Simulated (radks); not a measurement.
The numbers below are computed, except where a source is named.
Species: Ce11+. Configuration: [Kr] 4d10 5s1. Level of theory: Dirac Kohn-Sham, LB94 model potential, spin-unpolarised, spherical densities, finite nucleus; Fermi nuclear charge, rms radius 4.8771 fm (a radial shooting solver on a logarithmic mesh with Libxc functionals).

X-ray form factor f0, the Fourier transform of the density (f0(0) = 47):

| sin(theta)/lambda (1/angstrom) | f0 (electrons) |
|---|---|
| 0.05 | 46.755 |
| 0.1 | 46.038 |
| 0.15 | 44.893 |
| 0.2 | 43.390 |
| 0.25 | 41.612 |
| 0.3 | 39.646 |
| 0.4 | 35.482 |
| 0.5 | 31.438 |
| 0.6 | 27.838 |
| 0.8 | 22.372 |
| 1 | 18.891 |
| 1.25 | 16.064 |
| 1.5 | 13.815 |
| 2 | 9.874 |
